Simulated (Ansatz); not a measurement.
Cost and result for the atomization energy of CH₄O₂SeSi, SMILES `O[Si]1([SeH])CO1` (9 atoms, 9 bonds).

```csv
atom,x (Å),y (Å),z (Å)
O1,-0.102,-0.636,-1.930
Si2,-0.007,0.116,-0.491
Se3,-0.649,2.214,-0.946
C4,-0.028,-0.680,1.119
O5,1.260,-0.188,0.502
H6,0.283,-1.512,-1.998
H7,-0.458,2.596,0.459
H8,-0.031,-1.761,1.247
H9,-0.269,-0.150,2.039
```

Charge 0, multiplicity 1. Correlated methods include outer-core shells of Se, which these sets cover unevenly. Scalar relativity is left out up to krypton. All single points use the PBE0-D4/def2-TZVP geometry. It is one conformer, not always the lowest. Program: Ansatz. All runs use 4 threads of an Intel Xeon 6975P-C on a shared host. Times are those of one run each, without the atoms' runs, and a repeat can differ threefold. Electronic energies, without spin–orbit coupling; frozen cores. CCSD(T)/CBS adds CCSD(T) − MP2 in def2-TZVPP to the MP2 limit, and its time is that of the two runs behind it. T1 = 0.012. With those shells the extrapolation isn't a true limit. HSE06 is the plane-wave form, built on full-range PBE exchange.

CCSD(T)/CBS is a level of theory with its own doubt, some kJ/mol a heavy atom from the limit and from the frozen cores, so smaller differences don't rank the functionals.

```csv
level,functions,wall time,atomization (kcal/mol),difference from CCSD(T)/CBS,per bond
revPBE-D4/def2-TZVPP,239,1.1 s,791.0,-9.6,-1.1
BLYP-D4/def2-TZVPP,239,1.2 s,794.8,-5.8,-0.6
PBE-D4/def2-TZVPP (with forces),239,1.4 s,815.4,14.8,1.6
PBE0-D4/def2-TZVPP,239,1.9 s,793.2,-7.4,-0.8
HSE06-D4/def2-TZVPP,239,2 s,793.9,-6.7,-0.7
r2SCAN-D4/def2-TZVPP (with forces),239,2.4 s,801.2,0.6,0.1
B2PLYP/def2-TZVPP,239,3.1 s,784.7,-15.9,-1.8
PBE-QIDH/def2-TZVPP,239,3.1 s,787.9,-12.7,-1.4
B97M-V/def2-TZVPP,239,3.6 s,797.9,-2.7,-0.3
CCSD(T)/def2-SVP,112,3.8 s,726.8,-73.8,-8.2
MP2/def2-QZVPP,450,13 s,812.8,12.2,1.4
CCSD(T)/def2-TZVPP,239,48 s,773.2,-27.4,-3.0
CCSD(T)/CBS(def2),–,61 s,800.6,0.0,0.0
```

From BLYP to BHLYP (50 % exact exchange), in def2-TZVPP and without D4, the atomization energy moves by −31.5 kcal/mol: exact exchange takes away binding that semilocal exchange gives to molecules. The D4 term adds +8.7 kcal/mol with B3LYP and +4.5 kcal/mol with PBE0; it sums over pairs of atoms, weighted by their polarisabilities, and B3LYP, whose exchange is more repulsive, gets the larger term. At CCSD(T), def2-SVP lies −73.8 kcal/mol from the extrapolated value and def2-TZVPP −27.4 kcal/mol: correlation converges slowly with the basis, and small sets miss more of it in the bonded molecule than in its fragments.

B3LYP here is the variant with VWN-RPA as its local correlation; programs differ in this.

For some Ge, Se and Sn compounds the MP2-based and the directly extrapolated limit differ by 10 to 25 kJ/mol.
